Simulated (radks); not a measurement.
Question: These are the eigenvalues of the occupied orbitals of an atom or ion with whole-number occupations (Ry). Method: Dirac Kohn-Sham, Wu-Cohen GGA, spin-unpolarised, spherical densities, finite nucleus; Fermi nuclear charge, rms radius of each element as measured or else 0.836 A^(1/3) + 0.57 fm; computed with a radial shooting solver on a logarithmic mesh with Libxc functionals.

1s1/2: -208.0664
2s1/2: -23.23700
2p1/2: -19.03827
2p3/2: -18.90489
3s1/2: -4.26337
3p1/2: -3.23159
3p3/2: -3.21575
4f5/2: -0.45701

Which element is it, and in what charge state? The configuration may be excited. Open shells, if any, fill j = l - 1/2 first.

Answer: Z = 17, chlorine, charge +2: Cl2+ in [He] 2s2 2p5 3s2 3p3 4f1. The list shows which subshells hold electrons but not how many an open one holds; the 1s level, -104.03 hartree, gives Z - s = 14.4 by -(Z - s)^2/2, which with screening and relativity narrows Z to a few neighbours, and the depths of the outer levels then fix element, charge and occupations together.
